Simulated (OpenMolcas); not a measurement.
**Lines of Nd3+: computed and rescaled rates**

```yaml
Program: OpenMolcas
Method: CASSCF
Basis: ANO-RCC-VQZP [9s8p6d4f3g2h]
Scalar_Hamiltonian: DKH2, point nucleus
Active_space: 3 electrons in 7 orbitals (4f)
State_averaging: 2S+1 = 4 odd, 35 roots; 2S+1 = 2 odd, 112 roots (105 in the spin-orbit step)
Spin-orbit_coupling: RASSI with atomic mean-field integrals over the reference wave functions, term energies averaged over their components
```

Rates come from the transition moments of the reference wave functions (E1 and E2 in the length form). At fixed line strength A goes as λ^-3 for E1 and M1 and as λ^-5 for E2, so a rate at the computed wavelength can be rescaled to the measured one. Measured vacuum wavelengths follow from level energies in the list in Arab et al., J. Quant. Spectrosc. Radiat. Transfer 229, 145 (2019) and Gaigalas et al. (2019), from Wyart et al. (2007). Branching counts decays inside the model space alone, at computed energies, and the table is only a selection of the E2 and M1 lines, drawn from those between levels with measured partners whose computed energy lies within a factor of 1.5 of the measured one.

| Upper | Lower | Type | λ computed (nm) | λ measured (nm) | A computed (s-1) | A rescaled (s-1) | Branching % |
| --- | --- | --- | --- | --- | --- | --- | --- |
| 4f3 4F* 7/2 | 4f3 4F* 5/2 | M1 | 9858 | 10290 | 4.12e-02 | 3.62e-02 | 61.2 |
| 4f3 4F* 5/2 | 4f3 4F* 3/2 | M1 | 9300 | 9529 | 5.20e-02 | 4.83e-02 | 100.0 |
| 4f3 4I* 11/2 | 4f3 4I* 9/2 | M1 | 5047 | 5271 | 3.30e-01 | 2.90e-01 | 100.0 |
| 4f3 4S* 3/2 | 4f3 4F* 3/2 | M1 | 4977 | 4776 | 4.78e-03 |  | 96.8 |
| 4f3 4I* 13/2 | 4f3 4I* 11/2 | M1 | 4654 | 4974 | 4.82e-01 | 3.95e-01 | 100.0 |
| 4f3 4I* 15/2 | 4f3 4I* 13/2 | M1 | 4410 | 4805 | 3.77e-01 | 2.91e-01 | 100.0 |
| 4f3 4D* 7/2 | 4f3 4D* 5/2 | M1 | 4326 | 4621 | 2.31e-01 | 1.90e-01 | 35.7 |
| 4f3 4F* 9/2 | 4f3 2H* 9/2(1) | M1 | 3211 | 4557 | 2.33e-01 |  | 34.6 |
| 4f3 2G* 7/2(1) | 4f3 4F* 5/2 | M1 | 1934 | 2038 | 4.43e-01 |  | 40.3 |
| 4f3 2L* 15/2 | 4f3 2K* 15/2 | M1 | 810.9 | 1112 | 1.18e+00 |  | 55.5 |
| 4f3 2D* 5/2(1) | 4f3 4F* 7/2 | M1 | 805.2 | 942.2 | 1.70e+00 |  | 73.9 |
| 4f3 2H* 9/2(1) | 4f3 4I* 11/2 | M1 | 715.9 | 917.2 | 1.35e+00 |  | 40.8 |
| 4f3 2L* 17/2 | 4f3 2K* 15/2 | M1 | 712.5 | 950.6 | 8.24e-01 |  | 91.3 |
| 4f3 2L* 15/2 | 4f3 2K* 13/2 | M1 | 688.5 | 906.6 | 9.04e-01 |  | 42.6 |
| 4f3 2I* 13/2 | 4f3 2K* 13/2 | M1 | 669 | 863.7 | 5.67e-01 |  | 37.9 |
| 4f3 2H* 11/2(1) | 4f3 4I* 13/2 | M1 | 660.4 | 816.1 | 1.53e+00 |  | 60.0 |
| 4f3 2H* 9/2(1) | 4f3 4I* 9/2 | M1 | 627 | 781.2 | 1.96e+00 |  | 59.2 |
| 4f3 4F* 9/2 | 4f3 4I* 11/2 | M1 | 585.4 | 763.5 | 2.12e-01 |  | 31.5 |
| 4f3 2H* 9/2(2) | 4f3 4G* 7/2 | M1 | 559.7 | 704.2 | 8.15e-01 |  | 33.5 |
| 4f3 2K* 15/2 | 4f3 4I* 15/2 | M1 | 501.7 | 622.8 | 2.17e+00 |  | 58.9 |
| 4f3 2K* 13/2 | 4f3 4I* 13/2 | M1 | 499.8 | 621.2 | 8.51e-01 |  | 36.9 |
| 4f3 2K* 13/2 | 4f3 4I* 11/2 | M1 | 451.3 | 552.2 | 1.44e+00 |  | 62.7 |
| 4f3 2K* 15/2 | 4f3 4I* 13/2 | M1 | 450.5 | 551.4 | 1.39e+00 |  | 37.6 |
| 4f3 4G* 7/2 | 4f3 4I* 11/2 | E2 | 425 | 566.8 | 2.22e-01 | 5.26e-02 | 32.8 |
| 4f3 4G* 5/2 | 4f3 4I* 9/2 | E2 | 417 | 564.7 | 2.98e-01 | 6.54e-02 | 82.7 |

Spin-changing lines and M1 lines between different terms are not rescaled, since their strength hangs on the term gaps too.

The largest correction is for 4f3 4G* 5/2 → 4f3 4I* 9/2 (E2): 2.98e-01 × (417 / 564.7)^5 = 6.54e-02 s-1, a factor of 0.22.

The computed rate and branching of 4f3 4I* 11/2 → 4f3 4I* 9/2 give the upper level a radiative lifetime of 1.000 / 3.30e-01 s-1 = 3.03e+00 s, counting decays inside the model space alone. The rescaled rate gives about 3.5e+00 s.

The computed order of these levels differs from the measured one in 5 places, and where term gaps are wrong the rates of spin-changing lines can be off by large factors.

These are rates of the free ion; in crystals, glasses and complexes forced electric-dipole and non-radiative decay shorten such lifetimes by orders of magnitude. No measured rate stands beside these. Rescaling mends the energy factor alone: line strengths can still be far off where a level mixes with configurations outside the active space, and weak or spin-changing lines hang on small mixing coefficients that depend on the term gaps too, so rescaling need not improve them.

High states are left out of the spin-orbit mixing, which shifts the levels that they would mix with. Without dynamic correlation excited terms often stand tens of per cent too high (terms of higher spin than the ground term too low), and those without a measured partner can miss by more than the paired ones. Some levels mix across a computed gap that differs much from the measured one, so their mixing is not that of the real levels. Computed and measured levels are paired by configuration, term and J; levels that our copy of the source lacks, or whose pairing is in doubt (as where it misses far off the trend of its configuration), stay unpaired. Levels of configurations outside the active space are missing.

A number in round brackets counts repeated terms of one configuration in the order of the reference energies. * marks odd parity.
